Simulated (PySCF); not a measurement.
H₂Te, SMILES [TeH2].

The structure is a stationary point at PBE-D3(BJ)/def2-TZVPD. The def2 effective core potentials stand for the cores of Te; spin–orbit coupling is left out.

These are r2SCAN/def2-TZVPD (PySCF) values and carry that method's errors.

Isolated molecule, no solvent.

Computed frontier levels, gap, dipole moment and polarisability:
* **highest occupied level**: -5.77 eV
* **lowest empty level**: -1.43 eV
* **orbital gap**: 4.35 eV
* **dipole moment**: 0.16 D
* **quadrupole, principal values (traceless, Buckingham form, about the centre of nuclear charge)**: -4.68, 1.52, 3.16 D·Å
* **mean static polarisability**: 44.4 bohr³ (6.58 Å³)
* **polarisability, principal values**: 43.5, 43.8, 45.9 bohr³
